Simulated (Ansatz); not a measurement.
Relaxation of C$_{3}$H$_{7}$FSSi (13 atoms, charge 0, multiplicity 1), to a largest force component of 0.015 eV/Å in at most 40 steps.

Computed with Ansatz 0.2.0, RKS PBE0-D4/cc-pVDZ.

```xyz
13
Properties=species:S:1:pos:R:3
C 0.920 -2.686 -0.356
C 0.701 -1.392 0.062
F 1.713 -0.534 -0.048
S -0.716 -0.841 0.733
C -0.460 0.910 0.979
Si -0.802 1.899 -0.546
H 0.105 -3.376 -0.315
H 1.863 -2.929 -0.791
H -1.127 1.274 1.835
H 0.562 1.069 1.383
H 0.083 1.459 -1.639
H -2.213 1.709 -0.976
H -0.525 3.395 -0.327
```

Q: Where does it end, and by what steps?

A: The forces met the threshold. After 12 steps the energy has fallen by 0.423 eV; H7 moved furthest, 0.75 Å.

```json
{"step": "0", "energy less start (eV)": "0.0000", "largest force component (eV/Å)": "3.446", "accepted": "yes"}
{"step": "1", "energy less start (eV)": "-0.2788", "largest force component (eV/Å)": "1.543", "accepted": "yes"}
{"step": "2", "energy less start (eV)": "-0.3626", "largest force component (eV/Å)": "0.278", "accepted": "yes"}
{"step": "3", "energy less start (eV)": "-0.3699", "largest force component (eV/Å)": "0.247", "accepted": "yes"}
{"step": "4", "energy less start (eV)": "-0.3792", "largest force component (eV/Å)": "0.210", "accepted": "yes"}
{"step": "5", "energy less start (eV)": "-0.3938", "largest force component (eV/Å)": "0.339", "accepted": "yes"}
{"step": "6", "energy less start (eV)": "-0.4051", "largest force component (eV/Å)": "0.309", "accepted": "yes"}
{"step": "7", "energy less start (eV)": "-0.4171", "largest force component (eV/Å)": "0.180", "accepted": "yes"}
{"step": "8", "energy less start (eV)": "-0.4062", "largest force component (eV/Å)": "0.525", "accepted": "no"}
{"step": "9", "energy less start (eV)": "-0.4216", "largest force component (eV/Å)": "0.115", "accepted": "yes"}
{"step": "10", "energy less start (eV)": "-0.4222", "largest force component (eV/Å)": "0.118", "accepted": "yes"}
{"step": "11", "energy less start (eV)": "-0.4229", "largest force component (eV/Å)": "0.039", "accepted": "yes"}
{"step": "12", "energy less start (eV)": "-0.4231", "largest force component (eV/Å)": "0.012", "accepted": "yes"}
```

```xyz
13
Properties=species:S:1:pos:R:3
C 0.773 -2.370 -0.606
C 0.779 -1.344 0.241
F 1.902 -0.640 0.466
S -0.587 -0.842 1.228
C -0.425 0.975 1.119
Si -0.753 1.647 -0.627
H -0.157 -2.892 -0.821
H 1.703 -2.697 -1.072
H -1.178 1.364 1.821
H 0.564 1.269 1.500
H 0.190 1.015 -1.602
H -2.165 1.340 -1.018
H -0.544 3.134 -0.634
```

Whether the end is a true minimum wasn't checked by a vibrational analysis.

Time of the run: 120 s on 2 threads of Arm Neoverse N1 (shared host), peak memory 0.33 GiB.
